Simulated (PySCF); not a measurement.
Species: C8H9F3.
Atom-mapped SMILES: `[F:1][C:2]([F:3])=[C:4]([F:5])[C@:6]12[CH2:7][CH2:8][C@H:9]([CH2:10]1)[CH2:11]2` (hydrogens: H12, H13 on C7; H14, H15 on C8; H16 on C9; H17, H18 on C10; H19, H20 on C11)

The same species was optimised twice, with GFN2-xTB and with PBE0-D3(BJ)/def2-SVP (PySCF), and the same property calculations (PySCF, gas phase) were run on both structures.

```csv
coordinate,GFN2-xTB,PBE0-D3(BJ)/def2-SVP,change
F1–C2 (Å),1.328,1.309,-0.019
C2–F3 (Å),1.329,1.313,-0.016
C4–F5 (Å),1.353,1.342,-0.011
C6–C10 (Å),1.546,1.555,+0.009
C6–C11 (Å),1.546,1.554,+0.008
C9–C10 (Å),1.535,1.542,+0.007
C9–C11 (Å),1.536,1.542,+0.006
C2=C4 (Å),1.328,1.334,+0.006
C7–C8 (Å),1.546,1.552,+0.006
C4–C6 (Å),1.479,1.474,-0.005
C6–C7 (Å),1.532,1.535,+0.003
C8–C9 (Å),1.529,1.532,+0.003
F1–C2–F3 (°),110.3,111.6,+1.3
F1–C2–C4 (°),125.2,123.9,-1.3
C10–C6–C11 (°),86.1,85.4,-0.7
C10–C9–C11 (°),86.8,86.2,-0.6
C4–C6–C7 (°),120.2,120.7,+0.5
C4–C6–C11 (°),120.3,120.0,-0.3
C2–C4–F5 (°),117.1,116.8,-0.3
C6–C11–C9 (°),82.4,82.7,+0.3
C2–C4–C6–C7 (°),0,1,+1
```

Rotational constants: A = 2187, B = 785.9, C = 637.9 MHz (GFN2-xTB) against A = 2195, B = 785.4, C = 638.3 MHz (PBE0-D3(BJ)/def2-SVP).

On the GFN2-xTB structure: HOMO (eV) -7.11 [PBE0/pcSseg-1]; LUMO (eV) 0.54 [PBE0/pcSseg-1]; dipole (D) 2.26 [PBE0/pcSseg-1]; GIAO shielding of F1 (ppm) 276.3 [PBE0/pcSseg-1]; GIAO shielding of C2 (ppm) 19.0 [PBE0/pcSseg-1]; GIAO shielding of F3 (ppm) 296.6 [PBE0/pcSseg-1]; GIAO shielding of C4 (ppm) 47.0 [PBE0/pcSseg-1]; GIAO shielding of F5 (ppm) 361.2 [PBE0/pcSseg-1]; GIAO shielding of C6 (ppm) 138.2 [PBE0/pcSseg-1]; GIAO shielding of C7 (ppm) 156.1 [PBE0/pcSseg-1]; GIAO shielding of C8 (ppm) 156.0 [PBE0/pcSseg-1].

**Question.** What do these properties become on the PBE0-D3(BJ)/def2-SVP structure?

**Answer.** 
```json
{"property": "HOMO (eV)", "level": "PBE0/pcSseg-1", "on GFN2-xTB": "-7.11", "on PBE0-D3(BJ)/def2-SVP": "-6.97", "change": "+0.14"}
{"property": "LUMO (eV)", "level": "PBE0/pcSseg-1", "on GFN2-xTB": "0.54", "on PBE0-D3(BJ)/def2-SVP": "0.59", "change": "+0.05"}
{"property": "dipole (D)", "level": "PBE0/pcSseg-1", "on GFN2-xTB": "2.26", "on PBE0-D3(BJ)/def2-SVP": "2.07", "change": "-0.19"}
{"property": "energy, GFN2-xTB geometry as zero (kcal/mol)", "level": "PBE0/pcSseg-1", "on GFN2-xTB": "0.0", "on PBE0-D3(BJ)/def2-SVP": "-0.5", "change": "-0.5"}
{"property": "GIAO shielding of F1 (ppm)", "level": "PBE0/pcSseg-1", "on GFN2-xTB": "276.3", "on PBE0-D3(BJ)/def2-SVP": "282.0", "change": "+5.7"}
{"property": "GIAO shielding of C2 (ppm)", "level": "PBE0/pcSseg-1", "on GFN2-xTB": "19.0", "on PBE0-D3(BJ)/def2-SVP": "21.6", "change": "+2.6"}
{"property": "GIAO shielding of F3 (ppm)", "level": "PBE0/pcSseg-1", "on GFN2-xTB": "296.6", "on PBE0-D3(BJ)/def2-SVP": "301.7", "change": "+5.1"}
{"property": "GIAO shielding of C4 (ppm)", "level": "PBE0/pcSseg-1", "on GFN2-xTB": "47.0", "on PBE0-D3(BJ)/def2-SVP": "48.7", "change": "+1.7"}
{"property": "GIAO shielding of F5 (ppm)", "level": "PBE0/pcSseg-1", "on GFN2-xTB": "361.2", "on PBE0-D3(BJ)/def2-SVP": "363.9", "change": "+2.7"}
{"property": "GIAO shielding of C6 (ppm)", "level": "PBE0/pcSseg-1", "on GFN2-xTB": "138.2", "on PBE0-D3(BJ)/def2-SVP": "137.0", "change": "-1.2"}
{"property": "GIAO shielding of C7 (ppm)", "level": "PBE0/pcSseg-1", "on GFN2-xTB": "156.1", "on PBE0-D3(BJ)/def2-SVP": "154.6", "change": "-1.5"}
{"property": "GIAO shielding of C8 (ppm)", "level": "PBE0/pcSseg-1", "on GFN2-xTB": "156.0", "on PBE0-D3(BJ)/def2-SVP": "154.1", "change": "-1.9"}
```

The heavy atoms differ by 0.017 Å rms after alignment. Among bonds between heavy atoms F1–C2 changes most (-0.019 Å). Changes are differences of the printed values. Neither structure is proved a minimum here.
